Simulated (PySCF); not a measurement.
ReSe₂, quartet: data card

These are results of PySCF, UPBE0, basis Re def2-TZVP with ECP60, Se def2-TZVP (scalar-relativistic core potentials, no spin–orbit coupling, density fitting), not measurements.

The structure is a minimum.

- Point group: C2v
- Bond lengths: Re–Se 2.236 Å (×2)
- Bond angles: Se–Re–Se 131.0°
- Entropy at 298.15 K and 1 bar (electronic part: spin only): 335.9 J/(mol K)
- Atomisation energy without zero-point energy: 727 kJ/mol
- Spin squared ⟨S²⟩: 3.844
- Highest occupied level (α): -6.73 eV
- Zero-point energy: 4.6 kJ/mol
- Dipole moment: 1.31 D
- Heat capacity Cp at 298.15 K: 54.7 J/(mol K)
- Rotational constants: 0.2273, 0.02549, 0.02292 cm⁻¹
- Principal polarisabilities: 63.0, 77.0, 166.3 bohr³
- Lowest empty level (α): -3.92 eV
- Enthalpy at 298.15 K above 0 K: 13.91 kJ/mol
- Principal quadrupole moments (Buckingham, traceless) about the centre of mass: -2.34, 0.55, 1.79 D Å
- Rotational symmetry number: 2

Harmonic modes (masses in u: Re 186.956, Se 79.917):
```tsv
symmetry	ω (cm⁻¹)	IR (km/mol)
a1	67	0.1
a1	329	1.9
b2	373	44.3
```

In C2v the vibrations span 2a1 + b2. Here b1 is antisymmetric to the molecular plane and b2 lies in it.

Charges (e):
```csv
atom,Mulliken,Löwdin,polar tensor,spin (Mulliken),Mayer order to Re1
Re1,0.55,-0.17,0.83,3.31,–
"Se2,3",-0.27,0.09,-0.42,-0.16,2.08
```
Other Mayer orders above 0.3: Se–Se 0.40.

Mulliken populations on Re1 (electrons outside its core potential): s 2.78, p 6.44, d 5.20, f 0.03.

Formally Re is in oxidation state +4, d3, with 3 unpaired electrons (the high-spin count). The Mulliken spin on Re is 3.31. The polar-tensor charge on Re, 0.83, is far below the formal one.

Other isomers or separated fragments may lie lower. Open d and f shells are described by one determinant, and the ground state may have another occupation or spin. Spin–orbit coupling, left out here, can matter for elements this heavy.

The final relaxation and frequency run took 2.6 min on 4 threads of a shared Intel Xeon @ 2.70GHz host, with 136 basis functions and 11 gradients; the process peaked at 1.2 GiB.
